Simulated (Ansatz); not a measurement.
Consider the isomerisation: `CN1[SiH2]C1F` → `C[C@@H]1N[Si@@H]1F`.

Program: Ansatz. Geometries: PBE0-D4/def2-TZVP. ΔE: electronic, gas phase. CCSD(T)/CBS is the MP2 limit (def2-TZVPP, def2-QZVPP) plus CCSD(T) − MP2 in def2-TZVPP, frozen cores. Functionals use def2-TZVPP.

```csv
level,ΔE (kJ/mol)
PBE0-D4,-223.2
B2PLYP,-233.5
MP2/def2-QZVPP,-251.2
HF/CBS(def2),-239.2
```

Problem. What does CCSD(T)/CBS give? (An estimate is asked.)

Solution. Ansatz gave: -242.7 kJ/mol. The listed levels differ from it by 19.5, 9.2, -8.5, 3.5 kJ/mol.

Largest T1 diagnostic among the species: 0.013.

From PBE to PBE0 (25 % exact exchange), in def2-TZVPP and without D4, ΔE moves by −9.6 kJ/mol.
